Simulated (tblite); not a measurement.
Isomers of C4H4FPS. All values are computed: GFN2-xTB (tblite) harmonic vibrations without scaling, gas phase. This tight-binding method is rough: wavenumbers can miss measured ones by several per cent, in bad cases by 10 to 20. One conformer each.

Electronic energies: GFN2-xTB at the same geometries; isomer energies are rough at this level and their order can be wrong.

```json
{"SMILES": "Cc1cpc(F)s1", "electronic energy, lowest = 0 (kcal/mol)": "1.0"}
{"SMILES": "Cc1pc(F)cs1", "electronic energy, lowest = 0 (kcal/mol)": "0.0"}
{"SMILES": "Cc1pcc(F)s1", "electronic energy, lowest = 0 (kcal/mol)": "0.7"}
```

Task: How do GFN2-xTB zero-point energies change the relative energies?

Result: 
```json
{"SMILES": "Cc1pc(F)cs1", "ZPE (kcal/mol)": "43.3", "of it from modes above 1550 cm⁻¹": "17.4", "electronic (kcal/mol)": "0.0", "with ZPE, lowest = 0 (kcal/mol)": "0.0", "lowest mode (cm⁻¹)": "88", "rings": "1"}
{"SMILES": "Cc1pcc(F)s1", "ZPE (kcal/mol)": "43.3", "of it from modes above 1550 cm⁻¹": "17.3", "electronic (kcal/mol)": "0.7", "with ZPE, lowest = 0 (kcal/mol)": "0.7", "lowest mode (cm⁻¹)": "114", "rings": "1"}
{"SMILES": "Cc1cpc(F)s1", "ZPE (kcal/mol)": "43.4", "of it from modes above 1550 cm⁻¹": "17.4", "electronic (kcal/mol)": "1.0", "with ZPE, lowest = 0 (kcal/mol)": "1.0", "lowest mode (cm⁻¹)": "74", "rings": "1"}
```

The zero-point energies span 0.1 kcal/mol, from `Cc1pc(F)cs1` to `Cc1cpc(F)s1`. The order is unchanged.

Task: What do entropy and thermal enthalpy add at 298.15 K and 1 bar (rigid rotor, harmonic oscillator, one conformer each)?

Result: 
```csv
SMILES,point group,symmetry number,S (cal/(mol K)),H − H(0) (kcal/mol),ZPE + H − H(0) − TS (kcal/mol)
Cc1pc(F)cs1,Cs,1,85.3,5.19,23.1
Cc1pcc(F)s1,Cs,1,84.8,5.16,23.2
Cc1cpc(F)s1,Cs,1,85.6,5.21,23.0
```
